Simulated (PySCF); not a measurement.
Mg(Br)(NH2) (BrH2MgN), SMILES [NH2][Mg][Br].

Geometry: PBE0-D3(BJ)/def2-TZVP. The values are those of a single conformer.

Method: M06-2X/def2-TZVPD run with PySCF.

Symmetry labels are those of the subgroup C2v that the program uses (full group C2v).

Q: List the valence orbital energies around the gap with their symmetry. (Estimate from the structure and the level; the computed values follow.)

A: 
```csv
orbital,symmetry,energy (eV)
HOMO−7,A1,-24.40
HOMO−6,A1,-22.30
HOMO−5,B2,-14.08
HOMO−4,A1,-11.73
HOMO−3,A1,-10.33
HOMO−2,B2,-9.37
HOMO−1,B1,-9.37
HOMO,B1,-8.16
LUMO,A1,-1.00
LUMO+1,B2,-0.10
LUMO+2,B1,0.23
LUMO+3,A1,0.45
```
